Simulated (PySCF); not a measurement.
Gas-phase reaction: WO3 + F2O → WO2F2 + O2

Method: PySCF energies plus ideal-gas RRHO corrections (1 bar). † marks an energy on the PBE0/def2-TZVP geometry and frequencies. MP2 and CCSD(T) freeze the core. Open shells (unrestricted): O2 (multiplicity 3); the rest are closed-shell singlets. W: scalar-relativistic def2 core potential, no spin-orbit coupling. WO2F2: computed as isolated molecules; such fragments, hydroxides, amides, oligomers or adducts are transient or little studied in the gas. MP2 isn't extrapolated to the basis-set limit. CCSD(T) isn't extrapolated to the basis-set limit. Warning, large T1 diagnostic: WO2F2, WO3 (CCSD(T)/def2-SVP†).

| level | ΔH°(298 K), kJ |
|---|---|
| CCSD(T)/def2-SVP† | ___ |
| HF/def2-TZVP† | -898 |
| M06-2X/def2-TZVP† | ___ |
| MP2/def2-SVP† | ___ |
| PBE0/def2-QZVP† | ___ |
| r2SCAN/def2-TZVP† | -719 |
| LDA/def2-TZVP† | -658 |
| ωB97M-V/def2-TZVP† | -722 |

### Question
What belongs in the gaps?

### Answer

- CCSD(T)/def2-SVP†, ΔH°(298 K), kJ: -728
- M06-2X/def2-TZVP†, ΔH°(298 K), kJ: -733
- MP2/def2-SVP†, ΔH°(298 K), kJ: -730
- PBE0/def2-QZVP†, ΔH°(298 K), kJ: -725
